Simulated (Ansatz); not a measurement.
Start from `C[CH2][Mg][NH2]` and change one element to get `C[CH2][Zn][NH2]`.

Ansatz, PBE0-D4/def2-TZVP geometries, multiplicity 1. Each molecule was computed in one conformer, which needn't be the lowest.

Scalar relativity is left out up to krypton.

```tsv
property	`C[CH2][Mg][NH2]`
HOMO energy (ωB97M-V/def2-TZVPP) / eV	-8.55
size of the dipole moment (PBE/def2-TZVPP) / D	0.24
HOMO energy (B3LYP/def2-TZVPP) / eV	-5.90
LUMO energy (ωB97M-V/def2-TZVPP) / eV	0.48
ideal-gas entropy at 298 K and 1 bar (rigid rotor, harmonic PBE0-D4/def2-TZVP) / J/(mol·K)	359
HOMO energy (PBE0/def2-TZVPP) / eV	-6.13
```

(1) Give the same properties after the change, and the shifts. (Best estimate.)

## Answers

(1) Ansatz gave: 
| property | `C[CH2][Zn][NH2]` | shift |
| --- | --- | --- |
| HOMO energy (ωB97M-V/def2-TZVPP) / eV | -8.94 | -0.39 |
| size of the dipole moment (PBE/def2-TZVPP) / D | 0.68 | 0.44 |
| HOMO energy (B3LYP/def2-TZVPP) / eV | -6.33 | -0.43 |
| LUMO energy (ωB97M-V/def2-TZVPP) / eV | 1.31 | 0.83 |
| ideal-gas entropy at 298 K and 1 bar (rigid rotor, harmonic PBE0-D4/def2-TZVP) / J/(mol·K) | 348 | -11 |
| HOMO energy (PBE0/def2-TZVPP) / eV | -6.56 | -0.43 |

With PBE0 the HOMO falls by 0.43 eV and the LUMO rises by 0.64 eV, so the gap widens by about 1.07 eV. PBE moves the HOMO by -0.45 eV and ωB97M-V by -0.39 eV. Dipoles are sizes alone; their direction can turn. Modes under 60 cm⁻¹, often nearly free rotors, make the harmonic entropy too high.

B3LYP here is the variant with VWN-RPA as its local correlation; programs differ in this.
